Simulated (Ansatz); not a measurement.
Computed with Ansatz on PBE0-D4/def2-TZVP structures; ΔE is electronic, products minus reactants. CCSD(T)/CBS is the MP2 limit (def2-TZVPP, def2-QZVPP) plus CCSD(T) − MP2 in def2-TZVPP, frozen cores. Functionals use def2-TZVPP. B3LYP here is the variant with VWN-RPA as its local correlation; programs differ in this. HSE06 is defined as in plane-wave codes. def2 core potentials past Kr. For In, Mg outer-core shells are correlated without core-valence functions, which leaves a few kJ/mol of doubt a bond. Each species was taken in one conformer, which may not be the lowest.

Reaction (ligand exchange at the Si–O bond): `[OH][Mg][O][SiH3]` + `[OH][In]([OH])[SH]` → `[OH][In]([SH])[O][SiH3]` + `[OH][Mg][OH]`

```
             level  ΔE (kJ/mol)  difference from CCSD(T)/CBS
       LDA (SPW92)         17.8                         -0.2
            PBE-D4         18.8                          0.8
         revPBE-D4         19.9                          1.9
           BLYP-D4         18.2                          0.2
         r2SCAN-D4         19.7                          1.7
           PBE0-D4         18.2                          0.2
          B3LYP-D4         17.5                         -0.5
        r2SCANh-D4         19.2                          1.2
        r2SCAN0-D4         18.6                          0.6
          HSE06-D4         18.3                          0.3
          BHLYP-D4         15.7                         -2.3
           ωB97X-V         17.6                         -0.4
           ωB97M-V         17.1                         -0.9
            B2PLYP         20.3                          2.3
          PBE-QIDH         19.1                          1.1
               PBE         21.7                          3.7
            revPBE         24.1                          6.1
              BLYP         23.5                          5.5
            r2SCAN         20.6                          2.6
              PBE0         21.0                          3.0
             B3LYP         22.1                          4.1
           r2SCANh         20.3                          2.3
             HSE06         21.0                          3.0
             BHLYP         20.7                          2.7
         CAM-B3LYP         20.3                          2.3
           LC-ωPBE         19.5                          1.5
RPA@PBE/def2-TZVPP         20.9                          2.9
       HF/def2-SVP         21.0                          3.0
      MP2/def2-SVP         15.5                         -2.5
     CCSD/def2-SVP         17.1                         -0.9
  CCSD(T)/def2-SVP         16.4                         -1.6
     HF/def2-TZVPP         21.7                          3.7
    MP2/def2-TZVPP         17.4                         -0.6
SCS-MP2/def2-TZVPP         18.9                          0.9
   CCSD/def2-TZVPP         19.2                          1.2
    MP2/def2-QZVPP         17.1                         -0.9
SCS-MP2/def2-QZVPP         18.6                          0.6
      HF/CBS(def2)         21.9                          3.9
     MP2/CBS(def2)         16.7                         -1.3
    CCSD/CBS(def2)         18.5                          0.5
       CCSD(T)/CBS         18.0                            0
```

Largest T1 diagnostic among the species: 0.016.

In def2-TZVPP, CCSD(T) changes the Hartree–Fock value by −3.0 kJ/mol (the triples alone add −0.5 kJ/mol) and MP2 by −4.3 kJ/mol. Leaving LDA and LC-ωPBE aside and taking each functional with its dispersion term where it has one, the values spread over 4.6 kJ/mol, from BHLYP-D4 to B2PLYP. LDA lies −3.9 kJ/mol from PBE without D4. The D4 term adds −4.7 kJ/mol with B3LYP and −2.8 kJ/mol with PBE0; it sums over pairs of atoms, weighted by their polarisabilities, and B3LYP, whose exchange is more repulsive, gets the larger term.
